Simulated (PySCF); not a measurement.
Excitations are Tamm–Dancoff values on a coarser integration grid. The basis has no diffuse functions, so Rydberg states are missing or too high.

Cartesian coordinates (Å):
```xyz
13

C      1.5332    -0.2427    -1.3487
C      0.7283     0.6908    -0.8143
C     -0.3076     0.4439     0.1855
C     -1.0612     1.4628     0.6542
Si    -0.6148    -1.2964     0.8414
H      1.4679    -1.2954    -1.0623
H      2.2871     0.0144    -2.0930
H      0.8381     1.7333    -1.1391
H     -0.9133     2.4881     0.2978
H     -1.8431     1.3134     1.4007
H      0.6096    -1.8514     1.4993
H     -1.7239    -1.2297     1.8406
H     -1.0002    -2.2310    -0.2622
```
Charge 0, multiplicity 1.

Question: What S1–T1 gap (TDA), T1 excitation (TDA), total energy, dipole moment and S1 excitation (TDA) does PBE-D3(BJ)/def2-TZVP (PySCF 2.14.0) give?

Answer: 
```yaml
S1–T1 gap (TDA): 2.39 eV
T1 excitation (TDA): 3.13 eV
total_energy: -446.3841 Ha
dipole_moment: 0.151 e·Å
S1 excitation (TDA): 5.52 eV
```
